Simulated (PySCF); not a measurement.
**La(2+): excitation energy**

La(2+) [Xe] 5d1 (2D) → La(2+) [Xe] 6s1 (2S), as a difference of total energies. Computed with PySCF 2.14 in x2c-TZVPPall with one added diffuse shell each of s, p, d type (12s8p8d3f1g, 106 functions), with scalar relativity by spin-free X2C-1e. Correlated levels: valence: [Kr] 4d10 frozen; valence and next inner shell: [Ar] 3d10 frozen. The calculations carry no spin-orbit coupling.

```tsv
method	excitation energy (eV)
UHF	1.550
LDA	1.523
PBE	1.733
PBE0	1.819
r2SCAN	2.008
MP2 (valence)	1.383
SCS-MP2 (valence)	1.452
MP2 (valence and next inner shell)	1.198
SCS-MP2 (valence and next inner shell)	1.304
```

How much does correlation contribute at MP2 (valence and next inner shell)?

1.198 − (1.550) = -0.352 eV, measured against UHF.

A first-order spin-orbit estimate (lowest level to lowest level, LS coupling) adds 0.129 eV.
